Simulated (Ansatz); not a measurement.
Species: C₂H₂Cl₃ (charge -1, singlet). It need not be the lowest isomer of its formula. Whether it binds its extra electron was not tested at this geometry. 
Coordinates optimised at B3LYP-D3(BJ)/def2-TZVP (Ansatz, a first-principles code):
```
C
H 1 1.0865
H 1 1.0931 2 110.51
C 1 1.5110 2 108.98 3 -130.47
Cl 1 1.8507 2 104.61 3 111.21
Cl 4 1.8927 1 104.45 2 165.48
Cl 4 1.9261 1 98.70 2 58.45
```
Charge -1, spin multiplicity 1.

Parts of the frozen-core correlation energy in STO-3G (Ansatz, hartree). Frozen orbitals: 17; correlated occupied orbitals by spin: 16 and 16; virtual: 6 and 6. No spin-orbit coupling. No relativistic terms.

```
term                             value
-------------------------  -----------
reference (HF)             -1439.59126
MP2 opposite-spin                  ___
MP2 same-spin                 -0.01345
CCSD correlation                   ___
(T)                                ___
T1 diagnostic                    0.008
largest doubles amplitude        0.062
```

Task: Complete the blanks.

Result: 
- MP2 opposite-spin, value: -0.09712
- CCSD correlation, value: -0.14405
- (T), value: -0.00240
